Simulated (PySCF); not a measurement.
Mg(Br)(I), BrIMg, SMILES [Br][Mg][I] (CAM-B3LYP/def2-SVP optimised geometry):

```
3

Mg    -0.102     0.000     0.000
Br    -2.433     0.000    -0.001
I      2.433     0.000     0.000
```

Computed with CAM-B3LYP/def2-TZVP, def2 effective core potentials past Kr in PySCF.

Problem. What are the frontier orbital energies and the dipole moment?

Solution. HOMO-2 -9.81 eV, HOMO-1 -9.09 eV, HOMO -9.09 eV, LUMO -1.14 eV, LUMO+1 0.20 eV; dipole moment 0.36 D.
